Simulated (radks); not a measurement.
The nuclear charge of the vanadium ion V2+ is varied continuously with 21 electrons held in [Ar] 3d3. Method: Dirac Kohn-Sham, LDA (Slater exchange, Perdew-Wang correlation), spin-unpolarised, spherical densities, point nucleus; open shells are shared between the two j in proportion to 2j + 1; computed with a radial shooting solver on a logarithmic mesh with Libxc functionals. By the Hellmann-Feynman theorem dE/dZ = E(electron-nucleus)/Z, the electronic potential at the nucleus.

Z	E (hartree)	E(electron-nucleus)/Z (hartree)	HOMO	e(HOMO) (eV)	<r> HOMO (bohr)
22.6	-907.67411	-95.3402	3d5/2	-15.636	1.444
22.8	-926.85142	-96.4326	3d5/2	-18.504	1.377
23	-946.24706	-97.5236	3d5/2	-21.558	1.318
23.2	-965.86079	-98.6135	3d5/2	-24.789	1.267
23.4	-985.69241	-99.7026	3d5/2	-28.189	1.220
23.6	-1005.74178	-100.791	3d5/2	-31.753	1.179
23.8	-1026.00880	-101.879	3d5/2	-35.475	1.141
24	-1046.49338	-102.967	3d5/2	-39.351	1.106

The central difference of E at Z = 23 is -97.523 hartree, to compare with the third column; the second derivative is -5.45 hartree.
